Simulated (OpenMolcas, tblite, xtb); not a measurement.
# AlNH3OF (SMILES [NH2][Al]([OH])[F]): the dipole moment, rung by rung

The species is AlNH3OF (7 atoms), meant as a singlet with charge 0. As SMILES, `[NH2][Al]([OH])[F]`. Geometry: relaxed at PBE0-D4/def2-TZVP. This is one conformer, not always the lowest.

```xyz
7

N    -0.5698    0.9268   -0.5308
Al   -0.1333   -0.6300    0.1518
O     1.3684   -1.0042    0.8190
F    -1.2656   -1.8221    0.1465
H    -1.4732    1.1302   -0.9251
H     0.0296    1.7323   -0.5867
H     2.1052   -0.4010    0.8795
```

Quantity: the dipole moment, in D. The values are calculated.

| level | kind | program | value (D) |
| --- | --- | --- | --- |
| GFN0-xTB | semi-empirical | xtb | 3.80 |
| IPEA1-xTB | semi-empirical | tblite | 4.64 |
| HF/cc-pVDZ | Hartree–Fock | OpenMolcas | 3.83 |
| SVWN5/cc-pVDZ | LDA | OpenMolcas | 3.60 |
| PBE/cc-pVDZ | GGA | OpenMolcas | 3.47 |
| r2SCAN/cc-pVDZ | meta-GGA | OpenMolcas | 3.56 |
| B3LYP/cc-pVDZ | global hybrid | OpenMolcas | 3.56 |
| BHLYP/cc-pVDZ | global hybrid | OpenMolcas | 3.69 |

The values span 3.47 to 4.64 D. Magnitudes only.
